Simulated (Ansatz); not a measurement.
The same atomization along the group O, S, Se.

Computed with Ansatz on PBE0-D4/def2-TZVP structures; ΔE is electronic, products minus reactants. CCSD(T)/CBS is the MP2 limit (def2-TZVPP, def2-QZVPP) plus CCSD(T) − MP2 in def2-TZVPP, frozen cores. Small cases extrapolate CCSD(T) itself. Functionals use def2-TZVPP. Open shells (•) are unrestricted, without spin–orbit coupling. Spin–orbit coupling would lower the free atoms: a little for O, S; clearly for Se. For Se outer-core shells are correlated without core-valence functions, so the limit isn't a true one: a few kJ/mol of doubt a bond, and 10 to 20 or more in all where bonds break to atoms. Scalar relativity is left out up to krypton.

| reaction | PBE0-D4 (kcal/mol) | ωB97M-V (kcal/mol) | MP2/CBS(def2) (kcal/mol) | CCSD(T)/CBS(def2) (kcal/mol) |
| --- | --- | --- | --- | --- |
| `[OH]`• → H• + O• | 105.2 | 107.0 | 107.8 | 107.3 |
| `[SH]`• → H• + S• | 86.8 | 88.8 | 85.6 | 87.6 |
| `[SeH]`• → H• + Se• | 77.5 | 78.3 | 76.6 | 79.1 |

Largest T1 diagnostic: 0.011, for `[SH]`•.

Extrapolated directly: `[OH]`• → H• + O•; `[SH]`• → H• + S•.

For atomizations the MP2-based limit and the directly extrapolated one differ by several kJ/mol either way, and by 10 to 25 for some Ge, Se and Sn compounds, so smaller differences from it don't rank the levels.
